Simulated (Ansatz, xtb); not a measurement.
Bond stretch in MgH, doublet.

UKS-PBE = Ansatz (a first-principles code) with unrestricted PBE/cc-pVTZ; GFN1-xTB (xtb); UCCSD(T) = CCSD(T) on UHF/cc-pVTZ, frozen core in Ansatz.

Total energies in hartree (comparable only within one method and basis):

| R / Å | UKS-PBE | GFN1-xTB | UCCSD(T) |
|---|---|---|---|
| 1.33 | -200.45598 | -1.16531 | -200.15309 |
| 1.38 | -200.46802 | -1.17563 | -200.16555 |
| 1.49 | -200.48609 | -1.19015 | -200.18409 |
| 1.57 | -200.49368 | -1.19619 | -200.19175 |
| 1.66 | -200.49821 | -1.20021 | -200.19616 |
| 1.70 | -200.49917 | -1.20132 | -200.19700 |
| 1.74 | -200.49960 | -1.20210 | -200.19730 |
| 1.79 | -200.49951 | -1.20267 | -200.19700 |
| 1.84 | -200.49885 | -1.20284 | -200.19610 |
| 1.91 | -200.49717 | -1.20249 | -200.19402 |
| 1.98 | -200.49482 | -1.20155 | -200.19124 |
| 2.13 | -200.48844 | -1.19813 | -200.18383 |
| 2.40 | -200.47570 | -1.18953 | -200.16936 |
| 2.63 | -200.46620 | -1.18113 | -200.15925 |
| 2.92 | -200.45754 | -1.17034 | -200.15161 |
| 3.16 | -200.45306 | -1.16216 | -200.14879 |
| 3.48 | -200.44998 | -1.15315 | -200.14743 |
| 3.81 | -200.44897 | -1.14641 | -200.14705 |
| 4.22 | -200.44865 | — | -200.14695 |
| 4.76 | -200.44853 | — | -200.14693 |
| 5.30 | -200.44847 | — | -200.14692 |
| 6.00 | -200.44842 | — | -200.14690 |
| 6.86 | -200.44838 | — | -200.14690 |

Dashes: no converged value, or the column stops at the first point that the program doubted or that broke a chosen test of continuity, which isn't proof of a fault.

The unrestricted determinant behind UCCSD(T) is spin-contaminated at 2.40 to 3.16 Å (<S²> up to 0.9, against 0.75 for a pure doublet).
